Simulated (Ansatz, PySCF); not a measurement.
Mo(NH)2(Cl)2 (Cl2H2MoN2), SMILES [NH]=[Mo](=[NH])([Cl])[Cl], multiplicity 1.

The structure is a stationary point at PBE0-D3(BJ)/def2-SVP. The multiplicity is an assumed one; no other spin state was optimised. The structure was generated by enumeration; whether it is a known compound was not checked. The def2 effective core potentials stand for the cores of Mo; spin–orbit coupling is left out.

Vertical ionisation energy (IE) and electron affinity (EA) in eV. Rows of orbital energies are one-electron estimates. Where ΔSCF, EOM or ADC give a negative EA the extra electron is unbound and the value depends on the basis.

```tsv
level	IE	EA
−ε(HOMO), −ε(LUMO), r2SCAN/def2-TZVP (PySCF)	7.38	3.45
−ε(HOMO), −ε(LUMO), PBE/def2-TZVP (PySCF)	?	?
ΔSCF, PBE0/def2-SVPD (Ansatz), final states of multiplicity 2 and 2	10.30	1.24
ΔSCF, PBE/def2-SVPD (Ansatz), final states of multiplicity 2 and 2	9.94	0.88
```

Problem. What belongs in the gaps? (The exact figures need the calculation; the answer reports its results.)

Solution. 
- −ε(HOMO), −ε(LUMO), PBE/def2-TZVP (PySCF), IE: 7.06
- −ε(HOMO), −ε(LUMO), PBE/def2-TZVP (PySCF), EA: 3.46

Problem. What vertical singlet–triplet gap does ΔSCF give with PBE0/def2-SVPD (Ansatz, a quantum-chemistry and plane-wave program) and with PBE/def2-SVPD (Ansatz)? (The exact figures need the calculation; the answer reports its results.)

Solution. 3.34 and 3.47 eV (triplet above singlet where positive).
